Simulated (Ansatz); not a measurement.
One change: `NC([SiH3])N[SiH3]` becomes `N[CH]([SiH3])[SbH2]`.

Ansatz, PBE0-D4/def2-TZVP geometries, multiplicity 1. Each molecule was computed in one conformer, which needn't be the lowest.

Elements past krypton have def2 core potentials.

```
                                          property  `NC([SiH3])N[SiH3]`
size of the dipole moment (ωB97M-V/def2-TZVPP) / D                 1.08
               HOMO–LUMO gap (PBE/def2-TZVPP) / eV                 4.59
             LUMO energy (ωB97M-V/def2-TZVPP) / eV                 1.74
  size of the dipole moment (B3LYP/def2-TZVPP) / D                 1.08
                LUMO energy (PBE0/def2-TZVPP) / eV                 0.14
                 LUMO energy (PBE/def2-TZVPP) / eV                -0.70
```

Problem. What does the change do to each property? (An estimate is asked.)

Solution. The calculation gave: 
```
                                          property  `N[CH]([SiH3])[SbH2]`  shift
size of the dipole moment (ωB97M-V/def2-TZVPP) / D                   0.61  -0.47
               HOMO–LUMO gap (PBE/def2-TZVPP) / eV                   4.05  -0.54
             LUMO energy (ωB97M-V/def2-TZVPP) / eV                   1.10  -0.64
  size of the dipole moment (B3LYP/def2-TZVPP) / D                   0.63  -0.45
                LUMO energy (PBE0/def2-TZVPP) / eV                  -0.52  -0.66
                 LUMO energy (PBE/def2-TZVPP) / eV                  -1.28  -0.58
```

Dipoles are sizes alone; their direction can turn.

B3LYP here is the variant with VWN-RPA as its local correlation; programs differ in this.

Spin–orbit coupling is left out; it splits and shifts lone-pair levels of the heavy atoms by tenths of an eV.
